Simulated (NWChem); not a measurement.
Isomers of CH2ClFO2Si, each optimised at B3LYP/6-31G* with NWChem, gas phase unless a solvent is named. Flexible species stand in one conformer each, which need not be the lowest. Pople sets run with spherical d functions. Shieldings are non-relativistic GIAO values without spin-orbit effects.

A: O[Si@@](F)(Cl)C=O
B: F[Si]1(Cl)OCO1
C: O=CO[Si@@H](F)Cl
D: F[Si@H](Cl)C(=O)O

Task: Rank them by 29Si shift against tetramethylsilane, PBE0/pcSseg-1 (ppm), lowest first.

Result: A (-55.3), B (-46.9), C (-23.9), D (-22.0)
